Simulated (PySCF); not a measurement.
## Excitation energy of P by level of theory

P [Ne] 3s2 3p3 (4S) → P [Ne] 3s1 3p4 (4P), as a difference of total energies. Computed with PySCF 2.14 in x2c-TZVPPall (5s5p3d1f, 42 functions), with scalar relativity by spin-free X2C-1e. Correlated levels: valence: [Ne] frozen. The calculations carry no spin-orbit coupling.

```json
{"method": "UHF", "excitation energy (cm⁻¹)": "64753"}
{"method": "MP2 (valence)", "excitation energy (cm⁻¹)": "65428"}
{"method": "SCS-MP2 (valence)", "excitation energy (cm⁻¹)": "65606"}
{"method": "CCSD (valence)", "excitation energy (cm⁻¹)": "62557"}
{"method": "CCSD(T) (valence)", "excitation energy (cm⁻¹)": "61784"}
```

Errors of the correlated levels include the incompleteness of this basis and the frozen core.

The coupled-cluster amplitudes are large for the upper state (T1 above 0.03 or a double amplitude above 0.15), so a single reference is strained.

Question: Which method comes closest to the reference value, and which is furthest?

Answer: The reference is 59643 cm⁻¹ (measured; NIST levels, between the centres of gravity of the two terms). Closest: CCSD(T) (valence) (error 2141.5 cm⁻¹); furthest: SCS-MP2 (valence) (error 5963.6 cm⁻¹).
